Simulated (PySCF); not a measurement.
## Relaxation of quartet TcO2

Level of theory: PySCF, UPBE0, basis Tc def2-TZVP with ECP28, O def2-TZVP (scalar-relativistic core potentials, no spin–orbit coupling, density fitting). A (50,194) grid was used.

A hand-made side-on start, of C2v symmetry, held to at least that symmetry:

```xyz
3
charge 0 multiplicity 4, angstrom
Tc    0.0000    0.0000   -0.4443
O     0.7000    0.0000    1.3738
O    -0.7000    0.0000    1.3738
```

Problem. What forces act on the atoms at the start (eV/Å)?

Solution. 
| atom | Fx | Fy | Fz |
| --- | --- | --- | --- |
| Tc1 | 0.00 | 0.00 | 2.05 |
| O2 | -0.19 | 0.00 | -1.03 |
| O3 | 0.19 | 0.00 | -1.03 |

Problem. What does it relax to?

Solution. It ends at C2v with O–O 1.411 Å, Tc–O 1.882 Å (×2); O–O–Tc 68.0° (×2), O–Tc–O 44.0°. A frequency run shows a minimum. Other isomers or separated fragments may lie lower.

Problem. How much energy is released, and in how many steps?

Solution. 7.7 kJ/mol in 4 steps.

With open d or f shells other occupations or spin states may lie lower.

The relaxation took about 30 core-seconds on a shared host.
